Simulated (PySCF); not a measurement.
Compound: C6H7NOS.
Atom-mapped SMILES: `[CH3:1][S@@:2](=[O:3])[c:4]1[cH:5][cH:6][n:7][cH:8][cH:9]1` (hydrogens: H10, H11, H12 on C1; H13 on C5; H14 on C6; H15 on C8; H16 on C9)

The same species was optimised twice, with GFN2-xTB and with PBE0-D3(BJ)/def2-SVP (PySCF), and the same property calculations (PySCF, gas phase) were run on both structures.

```tsv
coordinate	GFN2-xTB	PBE0-D3(BJ)/def2-SVP	change
S2=O3 (Å)	1.461	1.500	+0.039
C1–S2 (Å)	1.854	1.818	-0.036
S2–C4 (Å)	1.833	1.811	-0.022
C6–N7 (Å)	1.321	1.331	+0.010
N7–C8 (Å)	1.321	1.330	+0.009
C8–C9 (Å)	1.388	1.396	+0.008
C4–C5 (Å)	1.384	1.392	+0.008
C5–C6 (Å)	1.388	1.395	+0.007
C4–C9 (Å)	1.382	1.388	+0.006
C1–S2–C4 (°)	92.7	95.9	+3.2
S2–C4–C9 (°)	119.2	117.1	-2.1
S2–C4–C5 (°)	121.0	122.6	+1.6
O3–S2–C4 (°)	105.5	106.3	+0.8
C6–N7–C8 (°)	118.6	118.1	-0.5
N7–C8–C9 (°)	123.1	123.6	+0.5
C4–C9–C8 (°)	117.7	117.3	-0.4
C5–C4–C9 (°)	119.8	120.2	+0.4
C1–S2–C4–C5 (°)	79	76	-3
```

Rotational constants: A = 3224, B = 961.6, C = 833.9 MHz (GFN2-xTB) against A = 3222, B = 961.3, C = 819.2 MHz (PBE0-D3(BJ)/def2-SVP). Point groups within 0.08 Å: C1 and C1.

On the GFN2-xTB structure: lowest singlet, TDDFT (eV) 4.88 [wB97X-D/def2-SVPD]; isotropic polarisability (au) 98.2 [wB97X-D/def2-SVPD]; HOMO (eV) -9.04 [wB97X-D/def2-SVPD]; LUMO (eV) 0.34 [wB97X-D/def2-SVPD]; dipole (D) 3.24 [wB97X-D/def2-SVPD]; HOMO (eV) -7.11 [PBE0/pcSseg-1]; LUMO (eV) -1.33 [PBE0/pcSseg-1]; dipole (D) 3.12 [PBE0/pcSseg-1]; GIAO shielding of C1 (ppm) 134.2 [PBE0/pcSseg-1]; GIAO shielding of S2 (ppm) 195.8 [PBE0/pcSseg-1]; GIAO shielding of O3 (ppm) 295.9 [PBE0/pcSseg-1]; GIAO shielding of C4 (ppm) 15.4 [PBE0/pcSseg-1]; GIAO shielding of C5/C9 (mean) (ppm) 65.0 [PBE0/pcSseg-1]; GIAO shielding of C6/C8 (mean) (ppm) 30.9 [PBE0/pcSseg-1]; GIAO shielding of N7 (ppm) -97.8 [PBE0/pcSseg-1].

Problem. What do these properties become on the PBE0-D3(BJ)/def2-SVP structure?

Solution. 
```tsv
property	level	on GFN2-xTB	on PBE0-D3(BJ)/def2-SVP	change
lowest singlet, TDDFT (eV)	wB97X-D/def2-SVPD	4.88	4.85	-0.03
isotropic polarisability (au)	wB97X-D/def2-SVPD	98.2	99.5	+1.3
HOMO (eV)	wB97X-D/def2-SVPD	-9.04	-8.98	+0.06
LUMO (eV)	wB97X-D/def2-SVPD	0.34	0.23	-0.11
dipole (D)	wB97X-D/def2-SVPD	3.24	3.52	+0.28
energy, GFN2-xTB geometry as zero (kcal/mol)	wB97X-D/def2-SVPD	0.0	-2.5	-2.5
HOMO (eV)	PBE0/pcSseg-1	-7.11	-7.03	+0.08
LUMO (eV)	PBE0/pcSseg-1	-1.33	-1.43	-0.10
dipole (D)	PBE0/pcSseg-1	3.12	3.39	+0.27
energy, GFN2-xTB geometry as zero (kcal/mol)	PBE0/pcSseg-1	0.0	-2.4	-2.4
GIAO shielding of C1 (ppm)	PBE0/pcSseg-1	134.2	137.0	+2.8
GIAO shielding of S2 (ppm)	PBE0/pcSseg-1	195.8	206.4	+10.6
GIAO shielding of O3 (ppm)	PBE0/pcSseg-1	295.9	284.5	-11.4
GIAO shielding of C4 (ppm)	PBE0/pcSseg-1	15.4	18.8	+3.4
GIAO shielding of C5/C9 (mean) (ppm)	PBE0/pcSseg-1	65.0	62.0	-3.0
GIAO shielding of C6/C8 (mean) (ppm)	PBE0/pcSseg-1	30.9	28.4	-2.5
GIAO shielding of N7 (ppm)	PBE0/pcSseg-1	-97.8	-101.4	-3.6
```

The heavy atoms differ by 0.062 Å rms after alignment. Among bonds between heavy atoms S2=O3 changes most (+0.039 Å). Changes are differences of the printed values. Neither structure is proved a minimum here.

Shape of the structure used: `[CH3:1][S@@:2](=[O:3])[c:4]1[cH:5][cH:6][n:7][cH:8][cH:9]1`: C1–S2–C4–C5 76°.

Note: wB97X-D ran without an empirical dispersion term, which enters the total energy and its gradient alone.
